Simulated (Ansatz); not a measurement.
Geometry optimisation, Ansatz 0.2.0, RHF/def2-SVP.

The input (input.yaml):

```yaml
crystal:
  periodic: [false, false, false]
  atoms:
    - { symbol: W, position_ang: [0.037589, 0.0, 0.042925] }
    - { symbol: H, position_ang: [0.327546, 0.0, 1.722737] }
    - { symbol: F, position_ang: [1.871947, 0.0, 0.262682] }
    - { symbol: F, position_ang: [-0.087971, 1.814342, 0.104954] }
    - { symbol: F, position_ang: [-1.769569, 0.0, 0.325632] }
    - { symbol: F, position_ang: [-0.087971, -1.814342, 0.104954] }
    - { symbol: F, position_ang: [0.51793, 0.0, -1.754283] }
basis:
  gaussian: { orbitals: def2-SVP }
hamiltonian:
  xc: hf
relax:
  f_tol: 0.03
  max_steps: 50
output:
  orbitals: {}
```

Run as:

```bash
$ ansatz run input.yaml --threads 2 --pin off --max-ram 3072MiB --backend cpu --events-out ev --progress --plain --runs-dir out
```

Q: Where does it end, and by what steps?

A: It converged. After 4 steps the energy has fallen by 0.006 eV; H2 moved furthest, 0.03 Å.

```tsv
step	energy less start (eV)	largest force component (eV/Å)	accepted
0	0.0000	0.475	yes
1	0.0087	0.531	no
2	-0.0061	0.035	yes
3	-0.0049	0.219	no
4	-0.0063	0.016	yes
```

```xyz
7
Properties=species:S:1:pos:R:3
W 0.042 0.000 0.046
H 0.304 0.000 1.711
F 1.876 0.000 0.253
F -0.079 1.815 0.116
F -1.765 0.000 0.324
F -0.079 -1.815 0.116
F 0.510 0.000 -1.756
```

Whether the end is a true minimum wasn't checked by a vibrational analysis.

The run took 8.8 s on 2 threads of Arm Neoverse V2, on a shared host, peak memory 0.22 GiB.
